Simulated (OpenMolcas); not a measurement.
## Pd3+: effect of the metal basis

Pd3+ with its 8 nearest fluoride ions at 2.258 Å, on the Ca site of CaF2 (a = 5.46294 Å, distance in the model lattice 2.366 Å). The rest of the host is ab initio model potentials to 7.6 Å and point charges beyond; the distance is set by hand and nothing relaxes, and no local charge compensation is placed.

```
Program             : OpenMolcas 26.06
Method              : SS-CASPT2, IPEA 0.25 Eh, imaginary shift 0.1 Eh (closed shells correlated: 4s 4p and the ligand valence shells)
Spin-orbit coupling : RASSI with atomic mean-field integrals over the reference wave functions
```

Fixed: ligand basis ANO-RCC-VDZP, active space 7 electrons in 5 orbitals (4d), DKH2 Hamiltonian.

States (labels of O, the rotations of Oh). Energies in cm-1 above the lowest state or level, χT in cm3 K/mol.

```tsv
Run	Metal basis	Ground state	First state of that spin	First gap with spin-orbit (degeneracies)	χT at 300 K	First state of another spin	Cost
A	ANO-RCC-VDZP	4A2	4T2 12880	6360 (4, 4)	2.353	2E 6930	roughly 5 core-minutes
B	ANO-RCC-VTZP	4A2	4T2 11880	6480 (4, 4)	2.404	2E 7140	roughly 9 core-minutes
```

Against A, the first state of the same spin changes by -7.8 % in B.

Costs are those of the CASPT2 steps.

Roots that are degenerate in the reference are averaged as groups; the widest CASPT2 spread within a group is 1100 cm-1 (the 3-fold group of multiplicity 2 near 34600 cm-1 above the lowest state of its run, B). Shifts and gaps below about the spread of the groups concerned are not significant. Over all roots computed the reference weight is 0.64 to 0.68 in A, 0.64 to 0.67 in B; a low but even weight reflects the number of correlated electrons. Ligand-to-metal charge-transfer states are missing. With no ligand orbital active B as a rule stays too high, so bands that hang on it stand too high and its fall with covalency is understated. With one d shell and no ligand orbital active, 10Dq can be off by a tenth or more. The least metal-like active orbital is 85 % on the metal (Löwdin) and no ligand orbital is active, so the numbers are rough (holds for A). No measured value stands beside these numbers; the geometry was set by hand and not optimised.
